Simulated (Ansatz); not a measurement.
Level of theory: frozen-core CCSD(T)/def2-TZVPP // PBE0-D4/def2-TZVP in Ansatz (an electronic-structure program).

Ansatz 0.2 input:
```yaml
crystal:
  periodic: [false, false, false]
  atoms:
    - { symbol: O, position_ang: [-1.847169, 0.447531, -0.869073] }
    - { symbol: Si, position_ang: [-0.936015, -0.44473, 0.181558] }
    - { symbol: Ge, position_ang: [1.387081, 0.077993, 0.035866] }
    - { symbol: H, position_ang: [-1.821918, 1.400833, -0.779168] }
    - { symbol: H, position_ang: [-1.172582, -1.860114, -0.193036] }
    - { symbol: H, position_ang: [-1.37599, -0.239538, 1.591989] }
    - { symbol: H, position_ang: [1.959441, -0.250941, -1.353327] }
    - { symbol: H, position_ang: [2.187316, -0.710138, 1.088384] }
    - { symbol: H, position_ang: [1.619837, 1.579107, 0.296807] }
basis:
  gaussian: { orbitals: def2-TZVPP }
correlation:
  method: ccsd_t
```

Output:

```
Functional definition: HF
1217 factors; integrals over basis functions are off by at most 9.3e-4 eV
mean field evaluation 1: about -66467.2869 eV, gradient 3.6e1 eV
mean field evaluation 2: about -66467.4453 eV, gradient 3.7e1 eV
mean field evaluation 4: about -66470.3150 eV, gradient 3.1e0 eV
mean field evaluation 8: about -66470.3648 eV, gradient 1.5e-1 eV
mean field evaluation 16: about -66469.1784 eV, gradient 2.4e1 eV
mean field -66470.36493383 eV, -2442.7408560866 hartree, gradient 1.9e-6 eV, S^2 0.000000; 0 other end points of the search recorded, 0 dependent functions left out
15 core orbitals not correlated
reference -66470.36493383 eV, -2442.7408560866 hartree; 15, 15 occupied and 175, 175 virtual orbitals, 1217 factors
second order -17.26936374 eV of doubles, -0.00000000 eV of singles
cycle   1  -17.57125782 eV  change   -3.0e-1 eV  update   1.0e-1
cycle   2  -18.13189729 eV  change   -5.6e-1 eV  update   3.0e-2
cycle   3  -18.21647615 eV  change   -8.5e-2 eV  update   1.4e-2
cycle   4  -18.20506182 eV  change    1.1e-2 eV  update   3.4e-3
cycle   5  -18.20459962 eV  change    4.6e-4 eV  update   1.4e-3
cycle   6  -18.20460798 eV  change   -8.4e-6 eV  update   3.7e-4
cycle   7  -18.20435182 eV  change    2.6e-4 eV  update   1.3e-4
cycle   8  -18.20434375 eV  change    8.1e-6 eV  update   4.1e-5
cycle   9  -18.20435621 eV  change   -1.2e-5 eV  update   1.6e-5
perturbative correction -0.60875883 eV, -0.0223714743 hartree
Total energy: -66489.17804886 eV, -2443.4322253122 hartree
```

Cost: very roughly 3 core-minutes.
